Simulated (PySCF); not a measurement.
Computed shifts of a molecule CH₈FNSi₂, KT2/pcSseg-1 (PySCF), GIAO, gas phase, atoms alike by connectivity averaged where their shifts nearly agree, in ppm (number of nuclei): ¹³C: -8.0 (1). ²⁹Si: 0.7 (1), -78.5 (1). ¹⁵N: 51.3 (1). ¹⁹F: -169.8 (1). ¹H: 5.55 (1), 4.01 (2), 2.25 (1), 1.74 (1), 0.51 (3). References: ¹³C against TMS (σ = 185.1 ppm); ²⁹Si against TMS (σ = 361.9 ppm); ¹⁵N against NH3 (σ = 266.2 ppm); ¹⁹F against CFCl3 (σ = 127.1 ppm); ¹H against TMS (σ = 31.47 ppm), references at their B3LYP-D3(BJ)/def2-TZVP geometries, non-relativistic. Geometry optimised at TPSSh-D3(BJ)/def2-SVP. Other conformers were not sampled.

### Question
Which molecule gave these data?
(A) CN([SiH3])[SiH2]F
(B) C[SiH2][Si@@H](N)F
(C) C[Si@@H](F)N[SiH3]
(D) N[C@H]([SiH3])[SiH2]F

### Answer
B, C[SiH2][Si@@H](N)F
